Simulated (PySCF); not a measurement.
## Indirect couplings

Geometry:
| atom | x (Å) | y (Å) | z (Å) |
| --- | --- | --- | --- |
| C1 | 2.309 | 1.035 | -0.449 |
| N2 | 1.438 | 0.257 | -0.928 |
| C3 | 1.032 | -0.886 | -0.151 |
| C4 | -0.480 | -1.013 | -0.012 |
| C5 | -1.295 | -0.683 | -1.285 |
| C6 | -1.575 | 0.723 | -0.714 |
| C7 | -1.170 | 0.189 | 0.657 |
| F8 | -0.382 | 0.992 | 1.440 |
| H9 | 2.638 | 1.908 | -1.032 |
| H10 | 2.769 | 0.893 | 0.549 |
| H11 | 1.386 | -1.783 | -0.690 |
| H12 | 1.495 | -0.899 | 0.857 |
| H13 | -0.690 | -1.986 | 0.460 |
| H14 | -2.200 | -1.301 | -1.373 |
| H15 | -0.739 | -0.716 | -2.232 |
| H16 | -0.822 | 1.439 | -1.070 |
| H17 | -2.582 | 1.152 | -0.823 |
| H18 | -2.037 | -0.123 | 1.265 |

Method: B3LYP/pcJ-1 (spin–dipole term only in couplings to heteroatoms)//PBE0-D3(BJ)/def2-SVP, PySCF 2.14.0 with density-fitted response routines; isolated molecule, single conformer, non-relativistic. Couplings are averaged over pairs made equivalent by symmetry, fast rotation or ring inversion, so a value needn't be that of the named pair in this geometry, while other rotamers aren't included; one pair stands for each set, and the list holds a selection of those of at least 0.8 Hz over up to four bonds. One-bond C–F couplings come out tens of Hz too large with common functionals.

Isotopes: ¹³C, ¹⁹F, ¹H.

```tsv
pair	bonds	J (Hz)
C1, H9	1	189.1
C1, H10	1	163.4
C3, C4	1	?
C3, H11	1	?
C3, H12	1	136.3
C4, C7	1	?
C4, H13	1	141.4
C5, C6	1	29.1
C5, H14	1	139.3
C5, H15	1	150.9
C6, C7	1	33.3
C6, H16	1	?
C6, H17	1	?
C7, F8	1	-278.8
C7, H18	1	158.7
C3, C5	2	?
C4, C6	2	-5.8
C5, C7	2	-4.3
C7, H17	2	-2.4
C3, H15	3	?
C4, H17	3	11.6
C5, H11	3	2.7
C5, H12	3	?
C7, H15	3	15.1
F8, H13	3	5.0
F8, H17	3	4.0
```

Estimate the withheld couplings, with signs.

Results:


- ¹J(C3,C4) = 40.2 Hz (bond length 1.523 Å)
- ¹J(C3,H11) = 140.8 Hz (bond length 1.105 Å, sp3 carbon)
- ¹J(C4,C7) = 32.2 Hz (bond length 1.539 Å)
- ¹J(C6,H16) = 142.7 Hz (bond length 1.099 Å, sp3 carbon)
- ¹J(C6,H17) = 144.3 Hz (bond length 1.100 Å, sp3 carbon)
- ²J(C3,C5) = -2.4 Hz (angle at C4 115°)
- ³J(C3,H15) = 6.7 Hz (dihedral angle 20°)
- ³J(C5,H12) = 8.3 Hz (dihedral angle 166°)
